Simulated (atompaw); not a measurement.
What the settings do to the PAW (atompaw) potential of Tl (Z = 81)

Base potential:

thallium (Tl), PAW, made with atompaw 4.2.0.5 (PBE, scalar-relativistic). Core [Kr] 4d10 4f14, reference 5s2 5p6 5d10 6s1.5 6p1.5. Waves: 5s (bound): rc 1.70 bohr; 6s (bound): rc 1.35 bohr; 5p (bound): rc 1.15 bohr; 6p (bound): rc 1.80 bohr; 5d (bound): rc 1.80 bohr; 5d channel at 0.5 Ry: rc 1.80 bohr. Local part: troulliermartins scheme with l = 3 at 0 Ry, radius 1.70 bohr. Core correction: smooth core density matched at 1.15 bohr. Augmentation charge: besselshape compensation charge, radius 1.45 bohr; PAW radius 1.80 bohr; waves and projectors: custom polynom2 7 10 vanderbiltortho.

All-electron outer shells of the reference configuration (PBE, scalar-relativistic, ld1.x):

```
shell  level (eV)  outermost node (bohr)  outermost maximum (bohr)
   4d     -376.02                   0.19                      0.39
   5s     -132.01                   0.46                      0.80
   4f     -115.02                      –                      0.36
   5p      -77.10                   0.50                      0.91
   5d      -16.43                   0.53                      1.11
   6s      -10.19                   1.04                      2.05
   6p       -2.79                   1.23                      2.87
```

Cutoffs, loose and tight: the cutoffs (Ry, on a coarse ladder) from which the occupation-weighted sum of valence levels, in a spherical-Bessel basis at the reference potential, stays within 10 and 1 mRy of its value at 400 Ry. They see the waves, projectors and local potential, not the compensation charge or the core. A dash means not determined.

A true bound ghost makes a file unfit for plane-wave use even where its test errors are small: the radial tests pick states by their node count and pass the ghost by.

| change | outcome | cutoff, loose | cutoff, tight | bound ghosts |
| --- | --- | --- | --- | --- |
| base | generated | 230 Ry | over 300 Ry | s |
| augmentation besselshape compensation charge, radius 1.45 bohr; PAW radius 1.80 bohr; waves and projectors: modrrkj vanderbiltortho | generated | 50 Ry | 80 Ry | none |
| augmentation besselshape compensation charge, radius 1.45 bohr; PAW radius 1.80 bohr; waves and projectors: custom rrkj gramschmidtortho | generated | 60 Ry | 120 Ry | none |
| core correction smooth core density matched at 0.90 bohr | generated | 230 Ry | over 300 Ry | s |
| augmentation besselshape compensation charge, radius 1.38 bohr; PAW radius 1.80 bohr; waves and projectors: custom polynom2 7 10 vanderbiltortho | generated | 230 Ry | over 300 Ry | s |
| local potential bessel scheme, radius 1.70 bohr | generated | 230 Ry | over 300 Ry | none |
| wave 6s (bound): rc 1.35 bohr becomes 6s (bound): rc 1.32 bohr | generated | 230 Ry | over 300 Ry | none |
| wave 5d channel at 0.5 Ry: rc 1.80 bohr becomes 5d channel at -1.07 Ry: rc 1.80 bohr | generated | 230 Ry | over 300 Ry | s |
| functional PBEsol | generated | 230 Ry | over 300 Ry | s |
| local potential troulliermartins scheme with l = 3 at 0 Ry, radius 1.18 bohr | generated | 230 Ry | over 300 Ry | s |

**Question.** What comes out with this change to the base: core [Xe] 4f14, valence charge 13; reference 5d10 6s2 6p1; waves now 6s (bound): rc 1.90 bohr; 6s channel at 1.5 Ry: rc 1.95 bohr; 6p (bound): rc 1.95 bohr; 6p channel at 4.4 Ry: rc 1.95 bohr; 5d (bound): rc 1.95 bohr; 5d channel at -0.75 Ry: rc 1.95 bohr; local potential troulliermartins scheme with l = 3 at 0 Ry, radius 1.95 bohr; core correction smooth core density matched at 1.65 bohr; augmentation besselshape compensation charge, radius 1.65 bohr; PAW radius 1.95 bohr; waves and projectors: custom polynom2 7 10 vanderbiltortho?

**Answer.** outcome: generated; cutoff, loose: 25 Ry; cutoff, tight: 90 Ry; bound ghosts: s, p.

**Question.** What comes out with this change to the base: all radii scaled by about 0.97 (s 1.64, p 1.12, d 1.74 bohr); local potential troulliermartins scheme with l = 3 at 0 Ry, radius 1.64 bohr; augmentation besselshape compensation charge, radius 1.40 bohr; PAW radius 1.74 bohr; waves and projectors: custom polynom2 7 10 vanderbiltortho; core correction smooth core density matched at 1.12 bohr?

**Answer.** outcome: generated; cutoff, loose: 260 Ry; cutoff, tight: over 300 Ry; bound ghosts: none.
